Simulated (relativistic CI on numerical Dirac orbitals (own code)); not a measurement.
**Inner-shell lines of Re49+**

Computed by Dirac-Coulomb-Breit CI, KLI orbitals optimised for each configuration, model QED (radiative potential, 1s self-energy scaled to tabulated hydrogen-like ionisation energies), valence Slater integrals scaled by 0.85 (own radial code, finite nucleus).

Configurations in the expansion (outside the closed core 1s2 2s2 3s2 3p6): 2p⁶3d⁸, 2p⁵3d⁹, 2p⁵3d⁸4s, 2p⁵3d⁸4d. Levels of other configurations are missing.

The table holds the strongest lines. The upper levels have an inner-shell vacancy. Auger decay, open to those above the ionisation limit, is not computed, and radiative decays to configurations outside the model are missing too. Absolute energies can be off by a few tenths of a per cent, and at this charge the scaling can make term splittings too narrow, so close lines can change order. LS names give the leading component, which can be well under half, for lower levels too. Brackets number the levels in order of energy.

| λ (Å) | Upper | Lower | A (s⁻¹) | gA (s⁻¹) |
| --- | --- | --- | --- | --- |
| 1.4095 | 2p⁵3d⁹ ¹D°2 [11] | 2p⁶3d⁸ ¹D2 [2] | 1.28e+15 | 6.40e+15 |
| 1.40934 | 2p⁵3d⁹ ³F°4 [10] | 2p⁶3d⁸ ³F4 [1] | 5.78e+14 | 5.20e+15 |
| 1.40817 | 2p⁵3d⁹ ³F°3 [15] | 2p⁶3d⁸ ¹G4 [6] | 1.44e+15 | 1.01e+16 |
| 1.40727 | 2p⁵3d⁹ ³P°1 [16] | 2p⁶3d⁸ ³P2 [5] | 1.22e+15 | 3.66e+15 |
| 1.40718 | 2p⁵3d⁹ ³D°2 [14] | 2p⁶3d⁸ ³F3 [4] | 1.25e+15 | 6.25e+15 |
| 1.40664 | 2p⁵3d⁹ ³D°3 [12] | 2p⁶3d⁸ ³F4 [1] | 2.02e+15 | 1.41e+16 |
| 1.40622 | 2p⁵3d⁹ ¹P°1 [13] | 2p⁶3d⁸ ¹D2 [2] | 1.03e+15 | 3.08e+15 |
| 1.22028 | 2p⁵3d⁹ ³P°2 [18] | 2p⁶3d⁸ ³P1 [7] | 6.05e+14 | 3.03e+15 |
| 1.21997 | 2p⁵3d⁹ ³F°3 [19] | 2p⁶3d⁸ ¹G4 [6] | 1.32e+15 | 9.23e+15 |
| 1.21986 | 2p⁵3d⁹ ³F°2 [20] | 2p⁶3d⁸ ³F2 [8] | 1.00e+15 | 5.01e+15 |
| 1.21971 | 2p⁵3d⁹ ³P°2 [18] | 2p⁶3d⁸ ³P2 [5] | 7.77e+14 | 3.88e+15 |
| 1.21867 | 2p⁵3d⁹ ³P°2 [18] | 2p⁶3d⁸ ³F3 [4] | 6.28e+14 | 3.14e+15 |
| 1.21843 | 2p⁵3d⁹ ³F°3 [19] | 2p⁶3d⁸ ³F3 [4] | 5.51e+14 | 3.86e+15 |
| 1.21792 | 2p⁵3d⁹ ³D°1 [21] | 2p⁶3d⁸ ³F2 [8] | 1.67e+15 | 5.02e+15 |
| 1.1339 | 2p⁵3d⁸4d ³F°4 [131] | 2p⁶3d⁸ ³F4 [1] | 2.92e+14 | 2.63e+15 |
| 1.13337 | 2p⁵3d⁸4d ³D°3 [135] | 2p⁶3d⁸ ³F4 [1] | 3.49e+14 | 2.44e+15 |
| 1.13276 | 2p⁵3d⁸4d ¹F°3 [269] | 2p⁶3d⁸ ¹G4 [6] | 3.69e+14 | 2.58e+15 |
| 1.1324 | 2p⁵3d⁸4d ¹H°5 [273] | 2p⁶3d⁸ ¹G4 [6] | 2.84e+14 | 3.12e+15 |
| 1.13224 | 2p⁵3d⁸4d ¹G°4 [274] | 2p⁶3d⁸ ¹G4 [6] | 4.27e+14 | 3.85e+15 |
| 1.13219 | 2p⁵3d⁸4d ³D°3 [153] | 2p⁶3d⁸ ¹D2 [2] | 4.25e+14 | 2.97e+15 |
| 1.13211 | 2p⁵3d⁸4d ³D°3 [272] | 2p⁶3d⁸ ³P2 [5] | 3.53e+14 | 2.47e+15 |
| 1.13194 | 2p⁵3d⁸4d ³D°1 [322] | 2p⁶3d⁸ ³F2 [8] | 7.25e+14 | 2.17e+15 |
| 1.13187 | 2p⁵3d⁸4d ³G°3 [323] | 2p⁶3d⁸ ³F2 [8] | 6.45e+14 | 4.51e+15 |
| 1.13183 | 2p⁵3d⁸4d ³G°5 [146] | 2p⁶3d⁸ ³F4 [1] | 3.04e+14 | 3.34e+15 |
| 1.1318 | 2p⁵3d⁸4d ³F°2 [324] | 2p⁶3d⁸ ³F2 [8] | 4.45e+14 | 2.23e+15 |
| 1.13175 | 2p⁵3d⁸4d ³F°3 [262] | 2p⁶3d⁸ ³F3 [4] | 3.12e+14 | 2.18e+15 |
| 1.13148 | 2p⁵3d⁸4d ³H°5 [283] | 2p⁶3d⁸ ¹G4 [6] | 2.62e+14 | 2.89e+15 |
| 1.00422 | 2p⁵3d⁸4d ³G°4 [411] | 2p⁶3d⁸ ³F3 [4] | 2.71e+14 | 2.44e+15 |
| 1.00392 | 2p⁵3d⁸4d ³D°3 [369] | 2p⁶3d⁸ ³F4 [1] | 3.82e+14 | 2.67e+15 |
| 1.0038 | 2p⁵3d⁸4d ³G°5 [370] | 2p⁶3d⁸ ³F4 [1] | 3.36e+14 | 3.70e+15 |
| 1.00378 | 2p⁵3d⁸4d ³G°3 [378] | 2p⁶3d⁸ ¹D2 [2] | 4.14e+14 | 2.90e+15 |
| 1.00377 | 2p⁵3d⁸4d ³F°4 [371] | 2p⁶3d⁸ ³F4 [1] | 3.89e+14 | 3.50e+15 |
| 1.00346 | 2p⁵3d⁸4d ¹H°5 [434] | 2p⁶3d⁸ ¹G4 [6] | 2.37e+14 | 2.61e+15 |
| 1.00305 | 2p⁵3d⁸4d ³G°4 [444] | 2p⁶3d⁸ ¹G4 [6] | 2.46e+14 | 2.22e+15 |
| 1.00301 | 2p⁵3d⁸4d ³G°3 [481] | 2p⁶3d⁸ ³F2 [8] | 3.09e+14 | 2.17e+15 |
